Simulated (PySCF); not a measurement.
Relaxation of singlet WCl₆

Level of theory: PBE0 in PySCF with W def2-SVP with ECP60, Cl def2-SVP; scalar-relativistic core potentials, no spin–orbit coupling; density-fitted integrals. A (50,194) grid was used.

A start displaced from a saddle point along its imaginary mode, of D3 symmetry, held to at least that symmetry:

```xyz
7
charge 0 multiplicity 1, angstrom
W     0.0000    0.0000    0.0000
Cl    1.7812   -0.2500    1.4794
Cl   -0.6741    1.6676    1.4794
Cl   -1.1071   -1.4176    1.4794
Cl    1.7812    0.2500   -1.4794
Cl   -1.1071    1.4176   -1.4794
Cl   -0.6741   -1.6676   -1.4794
```

(1) What does it relax to?

(2) How much energy is released, and in how many steps?

## Answers

(1) It ends at Oh with W–Cl 2.299 Å (×6); Cl–W–Cl 90.0° (×12), Cl–W–Cl 180.0° (×3) (after a last refinement on a finer grid). The frequency run here used a shortcut that can spoil soft modes, so no verdict on minimum or saddle point is given. Other isomers or separated fragments may lie lower.

(2) 59.2 kJ/mol in 11 steps.

Stability towards spin polarisation was not tested. No spin–orbit coupling is included, which matters more the heavier the element.

The relaxation took roughly 8 core-minutes on a shared host.
